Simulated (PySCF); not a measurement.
CH₃ (SMILES [CH3]), doublet, at a GFN2-xTB geometry; M062X/aug-cc-pVDZ (PySCF).

The PySCF input:
```python
from pyscf import gto, scf, dft

mol = gto.M(
    atom='''
C     0.00000000   -0.00000000    0.00000000
H    -0.02827582    1.06704109   -0.00728260
H     0.93823542   -0.50900640    0.00748446
H    -0.90995960   -0.55803469   -0.00020186
''',
    basis='aug-cc-pvdz',
    spin=1,
    verbose=4,
)

mf = dft.UKS(mol)
mf.xc = 'm062x'
mf.conv_tol = 1e-12
mf.kernel()
```

Output, abridged:

```
PySCF version 2.14.0

[INPUT] verbose = 4
[INPUT] num. atoms = 4
[INPUT] num. electrons = 9
[INPUT] charge = 0
[INPUT] spin (= nelec alpha-beta = 2S) = 1
[INPUT] symmetry False subgroup None
[INPUT] Mole.unit = angstrom
[INPUT] Symbol           X                Y                Z      unit          X                Y                Z       unit  Magmom
[INPUT]  1 C      0.000000000000   0.000000000000   0.000000000000 AA    0.000000000000   0.000000000000   0.000000000000 Bohr   0.0
[INPUT]  2 H     -0.028275820000   1.067041090000  -0.007282600000 AA   -0.053433555747   2.016415423757  -0.013762119475 Bohr   0.0
[INPUT]  3 H      0.938235420000  -0.509006400000   0.007484460000 AA    1.773007984166  -0.961882691651   0.014143579590 Bohr   0.0
[INPUT]  4 H     -0.909959600000  -0.558034690000  -0.000201860000 AA   -1.719574428419  -1.054532732107  -0.000381460116 Bohr   0.0

nuclear repulsion = 9.78204549893861
number of shells = 23
number of NR pGTOs = 68
number of NR cGTOs = 50
basis = aug-cc-pvdz
ecp = {}

******** <class 'pyscf.dft.uks.UKS'> ********
method = UKS
initial guess = minao
damping factor = 0
level_shift factor = 0
DIIS = <class 'pyscf.scf.diis.CDIIS'>
diis_start_cycle = 1
diis_space = 8
diis_damp = 0
SCF conv_tol = 1e-12
SCF conv_tol_grad = None
SCF max_cycles = 50
direct_scf = True
direct_scf_tol = 1e-13
number electrons alpha = 5  beta = 4
XC library pyscf.dft.libxc version 7.1.2
    S. Lehtola, C. Steigemann, M. J. T. Oliveira, and M. A. L. Marques,  SoftwareX 7, 1–5 (2018)
XC functionals = m062x
    Y. Zhao and D. G. Truhlar,  Theor. Chem. Acc. 120, 215 (2008)
    Y. Zhao and D. G. Truhlar,  Theor. Chem. Acc. 120, 215 (2008)
radial grids:
    Treutler-Ahlrichs [JCP 102, 346 (1995); DOI:10.1063/1.469408] (M4) radial grids

becke partition: Becke, JCP 88, 2547 (1988); DOI:10.1063/1.454033
pruning grids: <function nwchem_prune>
grids dens level: 3
symmetrized grids: False
atomic radii adjust function: <function treutler_atomic_radii_adjust>
small_rho_cutoff = 0
Set gradient conv threshold to 1e-06
tot grids = 43544
init E= -39.6605232047905

cycle= 1 E= -39.8056084367811  delta_E= -0.145  |g|= 0.0743  |ddm|= 1.69
cycle= 2 E= -39.8095536026321  delta_E= -0.00395  |g|= 0.0274  |ddm|= 0.284
cycle= 3 E= -39.8100321654651  delta_E= -0.000479  |g|= 0.0145  |ddm|= 0.0355
cycle= 4 E= -39.8101787657133  delta_E= -0.000147  |g|= 0.00255  |ddm|= 0.0209
cycle= 5 E= -39.8101894840583  delta_E= -1.07e-05  |g|= 0.000417  |ddm|= 0.00664
cycle= 6 E= -39.8101897549699  delta_E= -2.71e-07  |g|= 2.86e-05  |ddm|= 0.00123
cycle= 7 E= -39.8101897560816  delta_E= -1.11e-09  |g|= 2.69e-06  |ddm|= 8.83e-05
cycle= 8 E= -39.8101897560915  delta_E= -9.9e-12  |g|= 4.05e-07  |ddm|= 9.75e-06
cycle= 9 E= -39.8101897560916  delta_E= -1.07e-13  |g|= 8.65e-08  |ddm|= 1.31e-06
Extra cycle  E= -39.8101897560916  delta_E= 7.11e-15  |g|= 2.96e-08  |ddm|= 1.98e-07
converged SCF energy = -39.8101897560916  <S^2> = 0.75455112  2S+1 = 2.004546
```
